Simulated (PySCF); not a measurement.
Species: CH7NSSeSi.
Numbering: `[CH3:1][S:2][Si@@H:3]([NH2:4])[SeH:5]` (hydrogens: H6, H7, H8 on C1; H9 on Si3; H10, H11 on N4; H12 on Se5)

Computed by this run: PySCF 2.14.0, PBE0-D3(BJ)/def2-SVP geometry optimisation, gas phase; density fitting, grid level 1; the optimiser is geomeTRIC in internal coordinates, started from a GFN2-xTB structure with every atom displaced at random (about 0.01 Å).

Step 1: E = -86672.7328 eV
```
atom  x, y, z in Å  |  force x, y, z in eV/Å
C1      2.2132    0.2368    0.2882    0.161   0.002  -0.073
S2      0.8137   -0.5467    1.1448   -0.082   0.059  -0.001
Si3    -0.6846   -0.3125   -0.3634    0.109  -0.117  -0.116
N4     -2.1302   -0.9559    0.3211    0.315   0.148  -0.029
Se5    -1.0287    1.8408   -1.0372   -0.076   0.048   0.256
H6      2.5624   -0.3539   -0.5746   -0.051  -0.028   0.121
H7      3.0275    0.3170    1.0245   -0.058  -0.028  -0.077
H8      1.9453    1.2447   -0.0581   -0.033   0.041   0.036
H9     -0.2037   -0.9314   -1.6443    0.020   0.017   0.044
H10    -2.0663   -1.7976    0.8796   -0.009  -0.130   0.083
H11    -2.9205   -0.9904   -0.3056   -0.335  -0.019  -0.060
H12    -1.4871    2.2220    0.3178    0.040   0.006  -0.182
```

Step 2: E = -86672.7475 eV
```
atom  x, y, z in Å  |  force x, y, z in eV/Å
C1      2.2205    0.2274    0.2874    0.041  -0.001  -0.067
S2      0.8029   -0.5157    1.1506   -0.060   0.036   0.040
Si3    -0.6781   -0.3022   -0.3746   -0.028  -0.049  -0.008
N4     -2.1159   -0.9647    0.3095    0.046  -0.025  -0.134
Se5    -1.0537    1.8562   -1.0232   -0.010  -0.011   0.000
H6      2.5576   -0.3987   -0.5516   -0.007  -0.005   0.021
H7      3.0318    0.3062    1.0230    0.000  -0.004  -0.006
H8      1.9698    1.2330   -0.0812   -0.003  -0.004   0.022
H9     -0.1749   -0.9072   -1.6513    0.025   0.025   0.016
H10    -2.0442   -1.8047    0.8759   -0.005   0.007  -0.012
H11    -2.9398   -0.9919   -0.2854    0.007   0.025   0.117
H12    -1.5350    2.2351    0.3140   -0.005   0.006   0.012
```

Q: Estimate the geometry and energy of step 3. (The exact step hangs on the optimiser's Hessian estimate; all steps are aligned on step 2, rigid shifts and turns removed.)

A: E = -86672.7557 eV, largest force 0.140 eV/Å
```
atom  x, y, z in Å  |  force x, y, z in eV/Å
C1      2.2301    0.2086    0.2853   -0.038  -0.029  -0.014
S2      0.7842   -0.4618    1.1654   -0.005   0.021   0.033
Si3    -0.6728   -0.2803   -0.3843   -0.106   0.023   0.072
N4     -2.0960   -0.9754    0.2931   -0.009  -0.116  -0.079
Se5    -1.0986    1.8746   -1.0149    0.004  -0.024  -0.097
H6      2.5499   -0.4646   -0.5211    0.016   0.007  -0.044
H7      3.0387    0.2884    1.0221    0.025   0.014   0.027
H8      2.0102    1.2074   -0.1191    0.011  -0.009  -0.001
H9     -0.1322   -0.8603   -1.6549    0.031   0.007  -0.003
H10    -2.0113   -1.8132    0.8624    0.008   0.047  -0.037
H11    -2.9524   -0.9887   -0.2543    0.076   0.064   0.076
H12    -1.6089    2.2381    0.3130   -0.012  -0.006   0.067
```

The energy changes by -0.0082 eV. The first-order estimate −F·Δx gives -0.0131 eV and the mean of the old and new forces, exact on a quadratic surface, -0.0091 eV. The step makes an angle of 71° with the force vector and moves no atom by more than 0.074 Å.

What follows is the cost of the whole optimisation. On one thread, Arm Neoverse V1 (aarch64) (shared host), this took 92 s wall and 0.55 GiB of memory at its peak.
